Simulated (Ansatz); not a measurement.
System: YCl$_{2}$, charge 0, doublet. YCl2 (parent SMILES [Cl][Y][Cl], doublet).
B3LYP-D3(BJ)/def2-TZVP minimum from Ansatz (a first-principles code):
```
Y
Cl 1 2.4388
Cl 1 2.4388 2 125.83
```
Charge 0, spin multiplicity 2.

Property: atomisation energy (electronic, to ground-state atoms), in kJ/mol. UHF or UKS for unpaired electrons; spin-orbit terms are left out. Cores are frozen in correlated methods (noble-gas shells, and filled d and f shells in the p block). Past Kr the def2 sets carry scalar-relativistic core potentials. CBS(X,Y): correlation extrapolated as X^-3, Hartree-Fock from the larger set. A bracket is a step between two methods taken in the basis named. For partners of very few electrons the exact lower level stands in for a higher one. The determinant of Y ([Y], doublet) is a saddle point of the SCF energy; a lower one exists, which strains HF and MP2. The spin of Cl2Y (parent SMILES [Cl][Y][Cl], doublet) was assumed, and the state is the lowest solution found for it.

CCSD(T)/CBS(def2-TZVPP,def2-QZVPP) + [CCSDT(Q) - CCSD(T)]/def2-SVP (Ansatz) gives 1006.2 kJ/mol.

**Question.** What does PBE/def2-TZVPD (Ansatz) give here, and how do the other levels compare?

**Answer.** PBE gives 1002.0 kJ/mol, 4.2 kJ/mol below it. Differences of the others: r2SCAN/def2-TZVPD (Ansatz) 9.2; B3LYP/def2-TZVPD (Ansatz) -46.7; PBE0/def2-TZVPD (Ansatz) -14.9; B2PLYP/def2-TZVPD (Ansatz) -31.8; CCSD(T)/CBS(def2-TZVPP,def2-QZVPP) (Ansatz) -0.1 kJ/mol.
